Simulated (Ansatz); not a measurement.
C2H10AlOP (`[CH3][Al-]([CH3])([OH])[PH3+]`). The species carries charge 0 and has multiplicity 1. The structure was optimised at the PBE0-D4/def2-TZVP level. It is one conformer, not always the lowest.

```xyz
15

C    -0.374   -1.911   -0.698
Al    0.548   -0.229   -0.296
C     1.468    0.066    1.416
O     1.078    0.654   -1.686
P    -1.553    1.306   -0.013
H    -1.038   -2.232    0.112
H     0.350   -2.719   -0.850
H    -0.970   -1.845   -1.613
H     1.719    1.117    1.594
H     2.410   -0.494    1.452
H     0.869   -0.276    2.267
H     1.769    1.311   -1.621
H    -2.588    1.168    0.938
H    -1.324    2.687    0.162
H    -2.364    1.395   -1.163
```

Problem. What is the dipole moment at r2SCAN/def2-TZVPP? (An estimate is asked.)

Solution. Computed: 3.45 D, with components (-2.11, 2.45, 1.21) D in this frame, pointing from negative to positive charge.

Problem. And with PBE, B3LYP, ωB97M-V? (Estimate.)

Solution. Ansatz gave: PBE 3.32 D, B3LYP 3.41 D, ωB97M-V 3.41 D.

Problem. Give the Mulliken charges with r2SCAN, B3LYP, ωB97M-V in def2-TZVPP. (An estimate is asked.)

Solution. Computed: 
```json
{"atom": "C1", "r2SCAN": "-0.41", "B3LYP": "-0.48", "ωB97M-V": "-0.56"}
{"atom": "Al2", "r2SCAN": "0.63", "B3LYP": "0.60", "ωB97M-V": "0.59"}
{"atom": "C3", "r2SCAN": "-0.43", "B3LYP": "-0.49", "ωB97M-V": "-0.57"}
{"atom": "O4", "r2SCAN": "-0.46", "B3LYP": "-0.44", "ωB97M-V": "-0.42"}
{"atom": "P5", "r2SCAN": "0.03", "B3LYP": "-0.01", "ωB97M-V": "-0.07"}
{"atom": "H6", "r2SCAN": "0.05", "B3LYP": "0.07", "ωB97M-V": "0.10"}
{"atom": "H7", "r2SCAN": "0.06", "B3LYP": "0.08", "ωB97M-V": "0.11"}
{"atom": "H8", "r2SCAN": "0.06", "B3LYP": "0.08", "ωB97M-V": "0.10"}
{"atom": "H9", "r2SCAN": "0.04", "B3LYP": "0.07", "ωB97M-V": "0.09"}
{"atom": "H10", "r2SCAN": "0.07", "B3LYP": "0.09", "ωB97M-V": "0.11"}
{"atom": "H11", "r2SCAN": "0.05", "B3LYP": "0.08", "ωB97M-V": "0.10"}
{"atom": "H12", "r2SCAN": "0.17", "B3LYP": "0.16", "ωB97M-V": "0.15"}
{"atom": "H13", "r2SCAN": "0.04", "B3LYP": "0.06", "ωB97M-V": "0.09"}
{"atom": "H14", "r2SCAN": "0.05", "B3LYP": "0.06", "ωB97M-V": "0.09"}
{"atom": "H15", "r2SCAN": "0.06", "B3LYP": "0.07", "ωB97M-V": "0.10"}
```

B3LYP here is the variant with VWN-RPA as its local correlation; programs differ in this.
